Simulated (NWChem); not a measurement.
Species: C$_{2}$H$_{3}$Br; SMILES BrC=C

Program: NWChem. Structure relaxed at the PBE0/def2-SVP level.

For level PBE/def2-TZVPD:

```yaml
highest occupied level (eV): -6.31
orbital gap (eV): 4.85
dipole (D): 1.31
```

Task: Estimate the same quantities for level CAM-B3LYP/def2-TZVPD.

Result: 
| Property | Result |
|---|---|
| highest occupied level (eV) | -8.73 |
| orbital gap (eV) | 9.36 |
| dipole (D) | 1.45 |
